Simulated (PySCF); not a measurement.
Si(H)(NMe2)3, SMILES CN(C)[SiH](N(C)C)N(C)C (C6H19N3Si), GFN2-xTB optimised geometry.

```
29

Si    -0.32    -0.64     0.00
N     -0.81     1.01     0.00
C     -1.93     1.51    -0.76
C     -0.51     1.83     1.14
N     -1.00    -1.40    -1.39
C     -2.39    -1.79    -1.41
C     -0.21    -2.17    -2.30
N      1.40    -0.64     0.00
C      2.21     0.43    -0.51
C      2.15    -1.81     0.34
H     -0.71    -1.36     1.23
H     -1.73     2.55    -1.06
H     -2.86     1.51    -0.17
H     -2.06     0.91    -1.65
H     -1.35     1.87     1.85
H      0.36     1.43     1.66
H     -0.29     2.86     0.83
H     -2.82    -1.63    -2.41
H     -2.51    -2.86    -1.17
H     -2.95    -1.21    -0.69
H     -0.22    -3.25    -2.06
H      0.82    -1.83    -2.27
H     -0.58    -2.06    -3.32
H      2.95     0.74     0.24
H      1.58     1.28    -0.76
H      2.76     0.12    -1.41
H      2.66    -2.23    -0.54
H      2.91    -1.57     1.09
H      1.49    -2.57     0.74
```

Density from PySCF with CAM-B3LYP/def2-SVP at that geometry.

Minimum of the electron density along straight lines between bonded atoms, close to the bond critical point (lines longer than 1.1 times the sum of covalent radii, or with two minima, are not listed):

```json
[
 {"bond": "Si1–N2", "length / Å": "1.721", "ρ at the minimum / e bohr⁻³": "0.125", "∇²ρ there / e bohr⁻⁵": "0.75", "position (fraction from the first atom)": "0.40"},
 {"bond": "N2–C3", "length / Å": "1.438", "ρ at the minimum / e bohr⁻³": "0.276", "∇²ρ there / e bohr⁻⁵": "-0.80", "position (fraction from the first atom)": "0.61"},
 {"bond": "N2–C4", "length / Å": "1.440", "ρ at the minimum / e bohr⁻³": "0.277", "∇²ρ there / e bohr⁻⁵": "-0.80", "position (fraction from the first atom)": "0.61"},
 {"bond": "Si1–N5", "length / Å": "1.726", "ρ at the minimum / e bohr⁻³": "0.124", "∇²ρ there / e bohr⁻⁵": "0.72", "position (fraction from the first atom)": "0.40"},
 {"bond": "N5–C6", "length / Å": "1.440", "ρ at the minimum / e bohr⁻³": "0.276", "∇²ρ there / e bohr⁻⁵": "-0.80", "position (fraction from the first atom)": "0.60"},
 {"bond": "N5–C7", "length / Å": "1.440", "ρ at the minimum / e bohr⁻³": "0.275", "∇²ρ there / e bohr⁻⁵": "-0.80", "position (fraction from the first atom)": "0.61"},
 {"bond": "Si1–N8", "length / Å": "1.717", "ρ at the minimum / e bohr⁻³": "0.125", "∇²ρ there / e bohr⁻⁵": "0.75", "position (fraction from the first atom)": "0.40"},
 {"bond": "N8–C9", "length / Å": "1.438", "ρ at the minimum / e bohr⁻³": "0.275", "∇²ρ there / e bohr⁻⁵": "-0.80", "position (fraction from the first atom)": "0.61"},
 {"bond": "N8–C10", "length / Å": "1.436", "ρ at the minimum / e bohr⁻³": "0.278", "∇²ρ there / e bohr⁻⁵": "-0.82", "position (fraction from the first atom)": "0.61"},
 {"bond": "Si1–H11", "length / Å": "1.481", "ρ at the minimum / e bohr⁻³": "0.115", "∇²ρ there / e bohr⁻⁵": "[?]", "position (fraction from the first atom)": "0.48"},
 {"bond": "C3–H12", "length / Å": "1.095", "ρ at the minimum / e bohr⁻³": "0.277", "∇²ρ there / e bohr⁻⁵": "-1.02", "position (fraction from the first atom)": "0.63"},
 {"bond": "C3–H13", "length / Å": "1.099", "ρ at the minimum / e bohr⁻³": "0.274", "∇²ρ there / e bohr⁻⁵": "-1.00", "position (fraction from the first atom)": "0.62"},
 {"bond": "C3–H14", "length / Å": "1.085", "ρ at the minimum / e bohr⁻³": "0.284", "∇²ρ there / e bohr⁻⁵": "-1.10", "position (fraction from the first atom)": "0.64"},
 {"bond": "C4–H15", "length / Å": "1.097", "ρ at the minimum / e bohr⁻³": "0.275", "∇²ρ there / e bohr⁻⁵": "-1.01", "position (fraction from the first atom)": "0.63"},
 {"bond": "C4–H16", "length / Å": "1.085", "ρ at the minimum / e bohr⁻³": "0.283", "∇²ρ there / e bohr⁻⁵": "-1.09", "position (fraction from the first atom)": "0.64"},
 {"bond": "C4–H17", "length / Å": "1.095", "ρ at the minimum / e bohr⁻³": "0.277", "∇²ρ there / e bohr⁻⁵": "-1.03", "position (fraction from the first atom)": "0.63"},
 {"bond": "C6–H18", "length / Å": "1.095", "ρ at the minimum / e bohr⁻³": "0.276", "∇²ρ there / e bohr⁻⁵": "-1.03", "position (fraction from the first atom)": "0.63"},
 {"bond": "C6–H19", "length / Å": "1.098", "ρ at the minimum / e bohr⁻³": "0.275", "∇²ρ there / e bohr⁻⁵": "-1.01", "position (fraction from the first atom)": "0.63"},
 {"bond": "C6–H20", "length / Å": "1.086", "ρ at the minimum / e bohr⁻³": "0.282", "∇²ρ there / e bohr⁻⁵": "-1.07", "position (fraction from the first atom)": "0.63"},
 {"bond": "C7–H21", "length / Å": "1.098", "ρ at the minimum / e bohr⁻³": "0.275", "∇²ρ there / e bohr⁻⁵": "-1.01", "position (fraction from the first atom)": "0.63"},
 {"bond": "C7–H22", "length / Å": "1.085", "ρ at the minimum / e bohr⁻³": "0.284", "∇²ρ there / e bohr⁻⁵": "-1.10", "position (fraction from the first atom)": "0.64"},
 {"bond": "C7–H23", "length / Å": "1.095", "ρ at the minimum / e bohr⁻³": "0.277", "∇²ρ there / e bohr⁻⁵": "-1.03", "position (fraction from the first atom)": "0.63"},
 {"bond": "C9–H24", "length / Å": "1.097", "ρ at the minimum / e bohr⁻³": "0.275", "∇²ρ there / e bohr⁻⁵": "-1.01", "position (fraction from the first atom)": "0.63"},
 {"bond": "C9–H25", "length / Å": "1.085", "ρ at the minimum / e bohr⁻³": "0.284", "∇²ρ there / e bohr⁻⁵": "-1.11", "position (fraction from the first atom)": "0.64"},
 {"bond": "C9–H26", "length / Å": "1.098", "ρ at the minimum / e bohr⁻³": "0.275", "∇²ρ there / e bohr⁻⁵": "-1.01", "position (fraction from the first atom)": "0.63"},
 {"bond": "C10–H27", "length / Å": "1.098", "ρ at the minimum / e bohr⁻³": "0.275", "∇²ρ there / e bohr⁻⁵": "-1.01", "position (fraction from the first atom)": "0.63"},
 {"bond": "C10–H28", "length / Å": "1.096", "ρ at the minimum / e bohr⁻³": "0.276", "∇²ρ there / e bohr⁻⁵": "-1.02", "position (fraction from the first atom)": "0.63"},
 {"bond": "C10–H29", "length / Å": "1.086", "ρ at the minimum / e bohr⁻³": "0.282", "∇²ρ there / e bohr⁻⁵": "-1.08", "position (fraction from the first atom)": "0.63"}
]
```

Question: Some entries are withheld; supply them.

Answer: 
- Si1–H11, ∇²ρ there / e bohr⁻⁵: 0.31
